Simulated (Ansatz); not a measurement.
Calculation: B3LYP-D3(BJ)/def2-SVP (Ansatz, an electronic-structure program). No frequencies were computed at this level.

Ansatz 0.2 input:
```yaml
crystal:
  periodic: [false, false, false]
  atoms:
    - { symbol: B, position_ang: [-2.318864, -1.53693, -0.229419] }
    - { symbol: C, position_ang: [-1.455663, -0.254155, -0.078791] }
    - { symbol: C, position_ang: [-2.091826, 0.954288, 0.135655] }
    - { symbol: C, position_ang: [-1.315268, 2.09223, 0.401266] }
    - { symbol: F, position_ang: [-1.957219, 3.248883, 0.631659] }
    - { symbol: N, position_ang: [-0.023406, 2.136945, 0.437876] }
    - { symbol: C, position_ang: [0.646207, 0.988531, 0.201101] }
    - { symbol: C, position_ang: [2.054278, 1.026549, 0.215978] }
    - { symbol: C, position_ang: [2.774775, -0.109543, -0.02814] }
    - { symbol: C, position_ang: [2.119138, -1.320685, -0.294969] }
    - { symbol: C, position_ang: [0.751937, -1.383371, -0.314909] }
    - { symbol: C, position_ang: [-0.026252, -0.237816, -0.059066] }
    - { symbol: H, position_ang: [-2.019641, -2.522291, 0.32207] }
    - { symbol: H, position_ang: [-3.307682, -1.491651, -0.849326] }
    - { symbol: H, position_ang: [-3.167015, 1.0397, 0.127971] }
    - { symbol: H, position_ang: [2.529925, 1.97303, 0.417706] }
    - { symbol: H, position_ang: [3.854271, -0.082159, -0.01848] }
    - { symbol: H, position_ang: [2.704064, -2.2079, -0.487783] }
    - { symbol: H, position_ang: [0.248241, -2.313655, -0.530399] }
basis:
  gaussian: { orbitals: def2-svp }
hamiltonian:
  xc: b3lyp
  dispersion: d3bj
relax:
  max_steps: 150
```

Output:

```
Functional definition: B3LYP
2365 factors; integrals over basis functions are off by at most 4.1e-4 eV
mean field evaluation 1: about -14308.8217 eV, gradient 6.2e1 eV
mean field evaluation 2: about -14304.7949 eV, gradient 7.6e1 eV
mean field evaluation 4: about -14318.9751 eV, gradient 6.0e0 eV
mean field evaluation 8: about -14319.1569 eV, gradient 4.0e-1 eV
mean field evaluation 16: about -14319.1573 eV, gradient 1.7e-4 eV
mean field -14319.15733556 eV, -526.2193262085 hartree, gradient 1.5e-5 eV, S^2 0.000000; 0 other end points of the search recorded, 0 dependent functions left out
reference -14319.15762744 eV, -526.2193369347 hartree; 41, 41 occupied and 162, 162 virtual orbitals, 2365 factors
relax step   1: F+E_penalty+E_count = -14320.24152836 eV  Δ(F+E_penalty+E_count) = +0.000e0 eV  max|allowed force component| = 8.528e-1 eV/Å  Δτ_max = 0.0000 Å  (31 SCF iters, accepted)
these checks for a lower state are left out or cut short: starts, cluster_reference, orbital_swaps, neighbouring_geometries, increment
2365 factors; integrals over basis functions are off by at most 4.2e-4 eV
mean field -14319.26674536 eV, -526.2233469443 hartree, gradient 2.2e-5 eV, S^2 0.000000; 0 other end points of the search recorded, 0 dependent functions left out
reference -14319.26704020 eV, -526.2233577795 hartree; 41, 41 occupied and 162, 162 virtual orbitals, 2365 factors
relax step   2: F+E_penalty+E_count = -14320.34717035 eV  Δ(F+E_penalty+E_count) = -1.056e-1 eV  max|allowed force component| = 4.296e-1 eV/Å  Δτ_max = 0.1212 Å  (32 SCF iters, accepted)
these checks for a lower state are left out or cut short: starts, cluster_reference, orbital_swaps, neighbouring_geometries, increment
2365 factors; integrals over basis functions are off by at most 4.4e-4 eV
mean field evaluation 32: about -14319.2601 eV, gradient 1.0e-5 eV
mean field -14319.26009600 eV, -526.2231025851 hartree, gradient 1.0e-5 eV, S^2 0.000000; 0 other end points of the search recorded, 0 dependent functions left out
reference -14319.26039474 eV, -526.2231135635 hartree; 41, 41 occupied and 162, 162 virtual orbitals, 2365 factors
relax step   3: F+E_penalty+E_count = -14320.33825575 eV  Δ(F+E_penalty+E_count) = +8.915e-3 eV  max|allowed force component| = 7.669e-1 eV/Å  Δτ_max = 0.1951 Å  (32 SCF iters, rejected (line search))
these checks for a lower state are left out or cut short: starts, cluster_reference, orbital_swaps, neighbouring_geometries, increment
2365 factors; integrals over basis functions are off by at most 4.2e-4 eV
mean field -14319.28996704 eV, -526.2242003254 hartree, gradient 1.6e-5 eV, S^2 0.000000; 0 other end points of the search recorded, 0 dependent functions left out
reference -14319.29026371 eV, -526.2242112278 hartree; 41, 41 occupied and 162, 162 virtual orbitals, 2365 factors
relax step   4: F+E_penalty+E_count = -14320.36981700 eV  Δ(F+E_penalty+E_count) = -2.265e-2 eV  max|allowed force component| = 2.753e-1 eV/Å  Δτ_max = 0.0975 Å  (32 SCF iters, accepted)
these checks for a lower state are left out or cut short: starts, cluster_reference, orbital_swaps, neighbouring_geometries, increment
2365 factors; integrals over basis functions are off by at most 4.2e-4 eV
mean field -14319.30491016 eV, -526.2247494749 hartree, gradient 1.4e-5 eV, S^2 0.000000; 0 other end points of the search recorded, 0 dependent functions left out
reference -14319.30520839 eV, -526.2247604345 hartree; 41, 41 occupied and 162, 162 virtual orbitals, 2365 factors
relax step   5: F+E_penalty+E_count = -14320.38415856 eV  Δ(F+E_penalty+E_count) = -1.434e-2 eV  max|allowed force component| = 1.120e-1 eV/Å  Δτ_max = 0.0961 Å  (32 SCF iters, accepted)
these checks for a lower state are left out or cut short: starts, cluster_reference, orbital_swaps, neighbouring_geometries, increment
2365 factors; integrals over basis functions are off by at most 4.3e-4 eV
mean field -14319.32027672 eV, -526.2253141857 hartree, gradient 2.2e-5 eV, S^2 0.000000; 0 other end points of the search recorded, 0 dependent functions left out
reference -14319.32057545 eV, -526.2253251636 hartree; 41, 41 occupied and 162, 162 virtual orbitals, 2365 factors
relax step   6: F+E_penalty+E_count = -14320.39934408 eV  Δ(F+E_penalty+E_count) = -1.519e-2 eV  max|allowed force component| = 1.070e-1 eV/Å  Δτ_max = 0.1500 Å  (32 SCF iters, accepted)
these checks for a lower state are left out or cut short: starts, cluster_reference, orbital_swaps, neighbouring_geometries, increment
2365 factors; integrals over basis functions are off by at most 4.6e-4 eV
mean field -14319.32510823 eV, -526.2254917402 hartree, gradient 1.7e-5 eV, S^2 0.000000; 0 other end points of the search recorded, 0 dependent functions left out
reference -14319.32540657 eV, -526.2255027042 hartree; 41, 41 occupied and 162, 162 virtual orbitals, 2365 factors
relax step   7: F+E_penalty+E_count = -14320.40358922 eV  Δ(F+E_penalty+E_count) = -4.245e-3 eV  max|allowed force component| = 1.909e-1 eV/Å  Δτ_max = 0.2000 Å  (32 SCF iters, accepted)
these checks for a lower state are left out or cut short: starts, cluster_reference, orbital_swaps, neighbouring_geometries, increment
2365 factors; integrals over basis functions are off by at most 4.7e-4 eV
mean field evaluation 64: about -14319.3340 eV, gradient 2.4e-1 eV
mean field -14319.33421533 eV, -526.2258264202 hartree, gradient 1.5e-5 eV, S^2 0.000000; 0 other end points of the search recorded, 0 dependent functions left out
reference -14319.33451414 eV, -526.2258374013 hartree; 41, 41 occupied and 162, 162 virtual orbitals, 2365 factors
relax step   8: F+E_penalty+E_count = -14320.41307314 eV  Δ(F+E_penalty+E_count) = -9.484e-3 eV  max|allowed force component| = 1.554e-2 eV/Å  Δτ_max = 0.1050 Å  (32 SCF iters, accepted)
these checks for a lower state are left out or cut short: starts, cluster_reference, orbital_swaps, neighbouring_geometries, increment
2365 factors; integrals over basis functions are off by at most 4.7e-4 eV
mean field -14319.33473816 eV, -526.2258456339 hartree, gradient 1.1e-5 eV, S^2 0.000000; 0 other end points of the search recorded, 0 dependent functions left out
reference -14319.33503704 eV, -526.2258566173 hartree; 41, 41 occupied and 162, 162 virtual orbitals, 2365 factors
relax step   9: F+E_penalty+E_count = -14320.41359305 eV  Δ(F+E_penalty+E_count) = -5.199e-4 eV  max|allowed force component| = 1.032e-2 eV/Å  Δτ_max = 0.0460 Å  (33 SCF iters, accepted)
these checks for a lower state are left out or cut short: starts, cluster_reference, orbital_swaps, neighbouring_geometries, increment
2365 factors; integrals over basis functions are off by at most 4.7e-4 eV
mean field -14319.33490533 eV, -526.2258517769 hartree, gradient 1.1e-5 eV, S^2 0.000000; 0 other end points of the search recorded, 0 dependent functions left out
reference -14319.33520425 eV, -526.2258627621 hartree; 41, 41 occupied and 162, 162 virtual orbitals, 2365 factors
relax step  10: F+E_penalty+E_count = -14320.41372423 eV  Δ(F+E_penalty+E_count) = -1.312e-4 eV  max|allowed force component| = 1.687e-2 eV/Å  Δτ_max = 0.0409 Å  (33 SCF iters, accepted)
these checks for a lower state are left out or cut short: starts, cluster_reference, orbital_swaps, neighbouring_geometries, increment
2365 factors; integrals over basis functions are off by at most 4.6e-4 eV
mean field -14319.33474762 eV, -526.2258459814 hartree, gradient 2.3e-5 eV, S^2 0.000000; 0 other end points of the search recorded, 0 dependent functions left out
reference -14319.33504646 eV, -526.2258569636 hartree; 41, 41 occupied and 162, 162 virtual orbitals, 2365 factors
relax step  11: F+E_penalty+E_count = -14320.41360510 eV  Δ(F+E_penalty+E_count) = +1.191e-4 eV  max|allowed force component| = 4.302e-2 eV/Å  Δτ_max = 0.0127 Å  (26 SCF iters, rejected (line search))
these checks for a lower state are left out or cut short: starts, cluster_reference, orbital_swaps, neighbouring_geometries, increment
2365 factors; integrals over basis functions are off by at most 4.7e-4 eV
mean field -14319.33489783 eV, -526.2258515016 hartree, gradient 8.0e-5 eV, S^2 0.000000; 0 other end points of the search recorded, 0 dependent functions left out
reference -14319.33519672 eV, -526.2258624856 hartree; 41, 41 occupied and 162, 162 virtual orbitals, 2365 factors
relax step  12: F+E_penalty+E_count = -14320.41374763 eV  Δ(F+E_penalty+E_count) = -2.340e-5 eV  max|allowed force component| = 6.581e-3 eV/Å  Δτ_max = 0.0016 Å  (23 SCF iters, accepted)
2365 factors; integrals over basis functions are off by at most 4.7e-4 eV
mean field evaluation 96: about -14305.3311 eV, gradient 7.5e1 eV
mean field -14319.33489783 eV, -526.2258515016 hartree, gradient 8.0e-5 eV, S^2 0.000000; 1 other end points of the search recorded, 0 dependent functions left out
reference -14319.33519672 eV, -526.2258624856 hartree; 41, 41 occupied and 162, 162 virtual orbitals, 2365 factors
Total energy: -14320.41404652 eV, -526.2655094845 hartree
Atom 0 at    -2.347505    -1.515054    -0.276839 Å, force    -0.004851    -0.006581    -0.001507 eV/Å
Atom 1 at    -1.464968    -0.259814    -0.053805 Å, force     0.002641     0.005650     0.000802 eV/Å
Atom 2 at    -2.105626     0.955700     0.154391 Å, force     0.001275    -0.001498     0.000464 eV/Å
Atom 3 at    -1.325735     2.119511     0.361872 Å, force    -0.006478     0.000785    -0.000876 eV/Å
Atom 4 at    -1.978257     3.268272     0.558751 Å, force     0.000882    -0.001349    -0.000656 eV/Å
Atom 5 at    -0.034820     2.158098     0.375741 Å, force     0.004598     0.001944     0.002005 eV/Å
Atom 6 at     0.650095     0.995051     0.176938 Å, force     0.000915    -0.001820    -0.000975 eV/Å
Atom 7 at     2.068266     1.041105     0.193198 Å, force     0.000231     0.000330    -0.000166 eV/Å
Atom 8 at     2.804460    -0.108063    -0.003017 Å, force     0.000537    -0.000362    -0.000265 eV/Å
Atom 9 at     2.150992    -1.344162    -0.222382 Å, force    -0.000258     0.000086    -0.000059 eV/Å
Atom 10 at     0.772249    -1.416072    -0.242803 Å, force     0.001212    -0.000830     0.000048 eV/Å
Atom 11 at    -0.020661    -0.255781    -0.045002 Å, force    -0.000962     0.001654     0.001011 eV/Å
Atom 12 at    -1.886681    -2.610530    -0.463797 Å, force     0.000523     0.000416    -0.000021 eV/Å
Atom 13 at    -3.545618    -1.384056    -0.261406 Å, force     0.000475     0.000733     0.000149 eV/Å
Atom 14 at    -3.193833     1.034504     0.161974 Å, force     0.000734     0.000744     0.000246 eV/Å
Atom 15 at     2.539807     2.009865     0.364993 Å, force    -0.001026    -0.000064    -0.000367 eV/Å
Atom 16 at     3.896129    -0.067708     0.010246 Å, force    -0.000235    -0.000319     0.000200 eV/Å
Atom 17 at     2.744033    -2.248512    -0.376716 Å, force    -0.000144     0.000508     0.000097 eV/Å
Atom 18 at     0.277673    -2.372355    -0.412337 Å, force    -0.000069    -0.000025    -0.000131 eV/Å
Dipole moment:     0.153474    -0.446584    -0.077030 e Å
```

Cost: about 6 core-minutes (a rough figure).
